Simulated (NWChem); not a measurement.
System: C3H5ClSi; SMILES C#CC[SiH2]Cl

Parts of the log:

```
             Northwest Computational Chemistry Package (NWChem) 7.3.0
             --------------------------------------------------------

 C1  symmetry detected

                             Geometry "geometry" -> ""
                             -------------------------

 Output coordinates in angstroms (scale by  1.889725989 to convert to a.u.)

  No.       Tag          Charge          X              Y              Z
 ---- ---------------- ---------- -------------- -------------- --------------
    1 C                    6.0000     1.08024835    -2.60856587    -0.28046295
    2 C                    6.0000     0.17386866    -1.91185507     0.12030988
    3 C                    6.0000    -0.89475050    -1.04005272     0.56749648
    4 Si                  14.0000    -0.90041893     0.63432528    -0.30997721
    5 Cl                  17.0000     0.84231497     1.65821339     0.12209767
    6 H                    1.0000     1.88330295    -3.23193998    -0.62746489
    7 H                    1.0000    -1.88152716    -1.50355543     0.38504923
    8 H                    1.0000    -0.82771859    -0.85873241     1.65431014
    9 H                    1.0000    -2.05148331     1.43844656     0.19141181
   10 H                    1.0000    -0.99226250     0.44844168    -1.78334621

 Effective nuclear repulsion energy (a.u.)     245.4779081804

                                 NWChem DFT Module
                                 -----------------

 Summary of "ao basis" -> "ao basis" (spherical)
 ------------------------------------------------------------------------------
       Tag                 Description            Shells   Functions and Types
 ---------------- ------------------------------  ------  ---------------------
 C                         def2-tzvp                11       31   5s3p2d1f
 Si                        def2-tzvp                13       37   5s5p2d1f
 Cl                        def2-tzvp                13       37   5s5p2d1f
 H                         def2-tzvp                 4        6   3s1p

            General Information
            -------------------
          SCF calculation type: DFT
          Wavefunction type:  closed shell.
          No. of atoms     :    10
          No. of electrons :    54
           Alpha electrons :    27
            Beta electrons :    27
          Charge           :     0
          Spin multiplicity:     1
          Use of symmetry is: off; symmetry adaption is: off
          Maximum number of iterations: 150
          AO basis - number of functions:   197
                     number of shells:    79
          Convergence on energy requested:  1.00D-06
          Convergence on density requested:  1.00D-05
          Convergence on gradient requested:  5.00D-04

              XC Information
              --------------
                     Hartree-Fock (Exact) Exchange  1.000
                   CAM-Becke88 Exchange Functional  1.000
                      VWN V Correlation Functional  0.190 local
              Lee-Yang-Parr Correlation Functional  0.810

           Range-Separation Parameters
           ---------------------------
           Alpha           :  0.19
           Beta            :  0.46
           Gamma           :  0.33
           Short-Range HF  :     F

             Grid Information
             ----------------
          Grid used for XC integration:  medium
          Radial quadrature: Mura-Knowles
          Angular quadrature: Lebedev.
          Tag              B.-S. Rad. Rad. Pts. Rad. Cut. Ang. Pts.
          ---              ---------- --------- --------- ---------
          C                   0.70       49          13.0       434
          Si                  1.10       88          12.0       590
          Cl                  1.00       88          13.0       590
          H                   0.35       45          14.0       434
          Grid pruning is: on
          Number of quadrature shells:   548
          Spatial weights used:  Erf1

      Superposition of Atomic Density Guess
      -------------------------------------

 Sum of atomic energies:        -863.82612971

      Non-variational initial energy
      ------------------------------

 Total energy =    -866.117186
 1-e energy   =   -1677.339382
 2-e energy   =     565.744289
 HOMO         =      -0.309154
 LUMO         =       0.048136

     ---------------------------------------------
      Total Density - Mulliken Population Analysis
     ---------------------------------------------

    Atom       Charge   Shell Charges
 -----------   ------   -------------------------------------------------------
    1 C    6     6.37   0.86  1.12  0.60  0.49  0.10  1.24  1.48  0.45  0.01  0.00  0.01
    2 C    6     5.96   0.86  1.12  0.60  0.50  0.14  1.17  1.20  0.25  0.02  0.08  0.01
    3 C    6     6.55   0.86  1.12  0.54  0.66  0.16  1.23  1.47  0.44  0.01  0.05  0.00
    4 Si  14    13.27   2.00  0.59  1.39  0.85  0.41  4.11  1.73  0.48  1.10  0.32  0.11  0.15  0.03
    5 Cl  17    17.40   2.01  0.45  1.52  1.11  0.84  4.19  1.69  1.11  2.97  1.51  0.00  0.02  0.00
    6 H    1     0.75   0.21  0.42  0.09  0.02
    7 H    1     0.80   0.23  0.43  0.12  0.02
    8 H    1     0.80   0.23  0.43  0.12  0.02
    9 H    1     1.05   0.23  0.54  0.27  0.01
   10 H    1     1.05   0.23  0.54  0.27  0.01

   convergence    iter        energy       DeltaE   RMS-Dens  Diis-err
 ---------------- ----- ----------------- --------- --------- ---------
 d= 0,ls=0.0,diis     1   -866.9456644978 -1.11D+03  5.88D-03  1.22D+00
 d= 0,ls=0.0,diis     2   -867.0002238396 -5.46D-02  2.13D-03  1.43D-01
 d= 0,ls=0.0,diis     3   -867.0055131570 -5.29D-03  8.58D-04  1.14D-01
 d= 0,ls=0.0,diis     4   -867.0185026847 -1.30D-02  2.32D-04  8.09D-03
 d= 0,ls=0.0,diis     5   -867.0194457493 -9.43D-04  8.86D-05  1.09D-04
  Resetting Diis
 d= 0,ls=0.0,diis     6   -867.0194584358 -1.27D-05  2.71D-05  5.93D-06
 d= 0,ls=0.0,diis     7   -867.0194591562 -7.20D-07  6.51D-06  8.12D-07

         Total DFT energy =     -867.019459156175
      One electron energy =    -1681.654821008337
           Coulomb energy =      636.400585998740
    Exchange-Corr. energy =      -67.243132327007
 Nuclear repulsion energy =      245.477908180429

 Numeric. integr. density =       53.999997068023

                       DFT Final Molecular Orbital Analysis
                       ------------------------------------

 Vector   25  Occ=2.000000D+00  E=-3.803366D-01
              MO Center=  1.0D-01,  1.4D+00, -1.3D-01, r^2= 2.9D+00
   Bfn.  Coefficient  Atom+Function         Bfn.  Coefficient  Atom+Function
  ----- ------------  ---------------      ----- ------------  ---------------
   147      0.354343   5 Cl pz                5     -0.244217   1 C  s
   150      0.240798   5 Cl pz              145     -0.198883   5 Cl px
   146      0.192621   5 Cl py              144      0.174656   5 Cl pz
   138     -0.140003   5 Cl pz               43      0.135988   2 C  px
   187     -0.136033   9 H  s               148     -0.134173   5 Cl px

 Vector   26  Occ=2.000000D+00  E=-3.411690D-01
              MO Center=  4.9D-01, -2.2D+00, -1.4D-02, r^2= 2.0D+00
   Bfn.  Coefficient  Atom+Function         Bfn.  Coefficient  Atom+Function
  ----- ------------  ---------------      ----- ------------  ---------------
     8      0.218076   1 C  pz               39      0.205253   2 C  pz
     6      0.182403   1 C  px               37      0.174674   2 C  px
    42      0.171673   2 C  pz               11      0.168196   1 C  pz
    40      0.145057   2 C  px                9      0.141141   1 C  px
     7      0.113918   1 C  py               14      0.107551   1 C  pz

 Vector   27  Occ=2.000000D+00  E=-3.284618D-01
              MO Center=  3.3D-01, -1.8D+00, -2.6D-02, r^2= 3.1D+00
   Bfn.  Coefficient  Atom+Function         Bfn.  Coefficient  Atom+Function
  ----- ------------  ---------------      ----- ------------  ---------------
     7      0.212385   1 C  py               38      0.187097   2 C  py
     8     -0.182368   1 C  pz               10      0.167989   1 C  py
    41      0.160094   2 C  py               39     -0.152526   2 C  pz
    11     -0.140118   1 C  pz               42     -0.126657   2 C  pz
   109      0.125937   4 Si py               69     -0.124029   3 C  py

 Vector   28  Occ=0.000000D+00  E= 4.480389D-02
              MO Center= -1.0D+00,  6.5D-01, -4.1D-01, r^2= 5.3D+00
   Bfn.  Coefficient  Atom+Function         Bfn.  Coefficient  Atom+Function
  ----- ------------  ---------------      ----- ------------  ---------------
    67      1.967337   3 C  s               112      0.925452   4 Si py
   111      0.847748   4 Si px               36     -0.691297   2 C  s
   135     -0.607954   5 Cl s               176     -0.586876   7 H  s
    98     -0.411791   4 Si s               148      0.333861   5 Cl px
   109      0.277451   4 Si py                4     -0.276043   1 C  s

 Vector   29  Occ=0.000000D+00  E= 5.720451D-02
              MO Center= -7.9D-01,  6.6D-02,  2.4D-01, r^2= 7.2D+00
   Bfn.  Coefficient  Atom+Function         Bfn.  Coefficient  Atom+Function
  ----- ------------  ---------------      ----- ------------  ---------------
    67      6.332142   3 C  s                 5     -4.081888   1 C  s
    43      2.686132   2 C  px               44     -1.884138   2 C  py
   182     -1.384071   8 H  s                36      1.245821   2 C  s
    12      1.123938   1 C  px               98     -1.079338   4 Si s
   112      1.064144   4 Si py               13     -1.054018   1 C  py

[...]
```

Level: CAM-B3LYP/def2-TZVP. Geometry: optimised at PBE0/def2-SVP.

Reconstruct the input file.

One answer among several that fit: the input that was run:
```
start job
memory heap 200 mb stack 900 mb global 1100 mb
geometry units angstroms noautoz
  C      1.066979    -2.611082    -0.289996
  C      0.165502    -1.909736     0.113739
  C     -0.896815    -1.032264     0.564835
  Si    -0.885026     0.649264    -0.298796
  Cl     0.865271     1.654170     0.147053
  H      1.865611    -3.238629    -0.639673
  H     -1.887048    -1.485539     0.375546
  H     -0.831600    -0.860492     1.653309
  H     -2.030549     1.459340     0.205689
  H     -0.973880     0.476329    -1.773924
end
basis spherical
  * library def2-tzvp
end
dft
  xc xcamb88 1.00 lyp 0.81 vwn_5 0.19 hfexch 1.00
  cam 0.33 cam_alpha 0.19 cam_beta 0.46
  iterations 150
  semidirect filesize 400000000
  mulliken
end
task dft energy
```
